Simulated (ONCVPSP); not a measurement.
## u(r) = r·R(r): atom against pseudo-atom (Cl (Z = 17))

Columns: radius, all-electron u(r) and pseudo u(r) of the 3s shell (level -44.87 eV) of chlorine in the configuration [Ne] 3s2 3p3; Wu-Cohen, scalar-relativistic, ONCV scheme, ONCVPSP 4.0.1.

```csv
r (bohr),all-electron,pseudo
0.068,0.2174,0.0130
0.135,-0.0673,0.0295
0.202,-0.3285,0.0527
0.270,-0.4548,0.0855
0.338,-0.4500,0.1288
0.405,-0.3550,0.1819
0.473,-0.2051,0.2458
0.540,-0.0336,0.3174
0.608,0.1440,0.3970
0.675,0.3093,0.4798
0.742,0.4577,0.5641
0.810,0.5870,0.6473
0.878,0.6938,0.7245
0.945,0.7771,0.7910
1.013,0.8407,0.8460
1.080,0.8845,0.8861
1.148,0.9118,0.9121
1.215,0.9240,0.9241
1.283,0.9239,0.9239
1.350,0.9133,0.9133
1.418,0.8941,0.8941
1.485,0.8685,0.8685
1.553,0.8374,0.8374
1.620,0.8028,0.8028
1.688,0.7652,0.7652
1.755,0.7263,0.7263
```

Task: How many radial nodes do the two functions have?

Result: The all-electron 3s function has n − l − 1 = 2; the pseudo-wave has 0, since the states of the same l below it are removed with the core.

Task: At about which radius was the pseudo-wave matched?

Result: 1.30 bohr. The columns agree to 0.0005 from 1.15 bohr on; several derivatives are matched, so the curves merge somewhat inside the radius.

Task: Is the pseudo-wave norm-conserving?

Result: Yes: the ONCV scheme keeps the norm inside the radius equal to the all-electron one, which fixes the energy derivative of the logarithmic derivative at the level.
